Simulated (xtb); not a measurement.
nitrogen atom (N), quartet. Base run: GFN2-xTB in xtb.

xtb was given this input:
```
$ xtb mol.xyz --gfn 2 --uhf 3 --json

# file mol.xyz
1

N      0.00000000     0.00000000     0.00000000
```

The base run was repeated with changes; each row names its change, and settings that it needs were set with it.

```json
[
 {"change": "base", "ΔE vs base (mEh)": "0.000", "SCF cycles": "42"},
 {"change": "alpb = cs2", "ΔE vs base (mEh)": "0.486", "SCF cycles": "42"},
 {"change": "acc = 0.1", "ΔE vs base (mEh)": "0.000", "SCF cycles": "52"},
 {"change": "acc = 0.0001", "ΔE vs base (mEh)": "0.000", "SCF cycles": "83"}
]
```

ALPB and GBSA are two models with their own fitted parameters for each solvent, which aren't always the measured dielectric constant.
